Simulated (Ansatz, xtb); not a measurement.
Two structures of ClHLiNSi

Structure a is a singlet given by its coordinates and structure b is a singlet given by its coordinates. Both are isolated molecules in the gas phase, relaxed with r2SCAN-D4/def2-SVP.

a (Å):

```yaml
atoms:
  - { symbol: Cl, position_ang: [-1.8581, 0.9148, -0.7512] }
  - { symbol: Li, position_ang: [-1.0041, -1.1719, -0.5829] }
  - { symbol: N, position_ang: [0.7154, -0.5141, -0.3976] }
  - { symbol: Si, position_ang: [0.4681, 1.1341, -0.4796] }
  - { symbol: H, position_ang: [1.6847, -0.8102, -0.2721] }
```

Close contacts (Å): Cl1–Li2 2.26, Cl1–Si4 2.35, Li2–N3 1.85, N3–Si4 1.67, N3–H5 1.02.

b (Å):

```xyz
5

Cl   -1.8608    0.9546   -0.9724
Li    2.2452   -0.5228    0.5417
N     0.5024   -0.7557    0.1034
Si    0.1912    0.8245   -0.3605
H    -0.2163   -1.4833    0.0730
```

Close contacts (Å): Cl1–Si4 2.15, Li2–N3 1.81, Li2–Si4 2.62, N3–Si4 1.68, N3–H5 1.02.

Question: Which of the two would you expect CCSD(T)/def2-TZVPP electronic energies to favour?

Answer: Structure a; the calculation gives E(b) − E(a) = +14.3 kcal/mol.

How the difference moves with the method:

```
             level            geometry  E(b) − E(a) (kcal/mol)  departure from the last row (kcal/mol)  job, with rough time for the two
r2SCAN-D4/def2-SVP  r2SCAN-D4/def2-SVP                     +15.5                                    +1.2                optimisation, 42 s
     HF/def2-TZVPP  r2SCAN-D4/def2-SVP                     +14.7                                    +0.4           part of the CCSD(T) run
    MP2/def2-TZVPP  r2SCAN-D4/def2-SVP                     +13.9                                    −0.3           part of the CCSD(T) run
CCSD(T)/def2-TZVPP  r2SCAN-D4/def2-SVP                     +14.3                                                        single point, 52 s
```

The levels shown agree on the order. The largest departure from CCSD(T)/def2-TZVPP is that of r2SCAN-D4/def2-SVP, 1.2 kcal/mol. Levels run at GFN2-xTB geometries aren't shown.

With harmonic frequencies from r2SCAN-D4/def2-SVP (ideal gas, rigid rotor, one conformer each, 298.15 K, 1 atm): on the last row, ΔE + ΔZPE = +14.0, ΔH = +14.3, ΔG = +13.5 kcal/mol.

The correlated steps freeze 11 core orbitals; the last core shell of Li is correlated, in a basis made for valence electrons. Run with Ansatz 0.2.0; the last row on 1 thread of Arm Neoverse V1 on a shared host.
